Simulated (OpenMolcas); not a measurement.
## Ag2+ in BaF2: curves along the breathing mode

Ag2+ with its 8 nearest fluoride ions, on the Ba site of BaF2 (a = 6.2001 Å, distance in the model lattice 2.685 Å). The rest of the host is ab initio model potentials to 7.6 Å and point charges beyond; the distance is set by hand and nothing relaxes. Ligand basis ANO-RCC-VDZP.

```json
{
 "Program": "OpenMolcas",
 "Method": "CASSCF",
 "Basis": "ANO-RCC-VDZP [6s5p3d1f]",
 "Scalar Hamiltonian": "DKH2, point nucleus",
 "Active space": "9 electrons in 5 orbitals (4d)",
 "State averaging": "2S+1 = 2 even, 5 roots",
 "Spin-orbit coupling": "RASSI with atomic mean-field integrals over the reference wave functions"
}
```

Spin-free energies (labels of O, the rotations of Oh) in cm-1 above the lowest fitted minimum, as all ligands move together:

| R (Å) | 2T2 | 2E |
| --- | --- | --- |
| 2.323 | 5960 | 11140 |
| 2.377 | 2240 | 6740 |
| 2.432 | 340 | 4260 |
| 2.487 | 110 | 3530 |
| 2.541 | 1290 | 4310 |
| 2.596 | 3780 | 6450 |
| 2.651 | 7430 | 9810 |

Cubic fits give the following; the wavenumber is harmonic, with the mass of all moving ligands, small differences in it between states hang on the degree of the fit, a number in brackets counts states of one label, and the table is a selection of at most 14 states with clean curves.

```json
{"State": "2T2", "R0 (Å)": "2.468", "Breathing mode (cm-1)": "337", "Minimum (cm-1)": "0"}
{"State": "2E", "R0 (Å)": "2.484", "Breathing mode (cm-1)": "340", "Minimum (cm-1)": "3510"}
```

The minimum of 2E is shifted by +0.0164 Å against 2T2 (from the unrounded fits). With M = 152.0 u for the moving shell, the Huang-Rhys factor in this mode is S = M ω ΔR² / 2ħ = 0.01483 × 152.0 × 337 × 0.0164² = 0.20. Only the first shell moves, against a rigid host.

An orbital triplet at a regular site is open to Jahn-Teller coupling, which can distort the site and quench the lowest spin-orbit gaps and is left out. With metal d orbitals alone the field can be off either way by tens of per cent. Ligand-to-metal charge-transfer states are missing. No measured value stands beside these numbers.
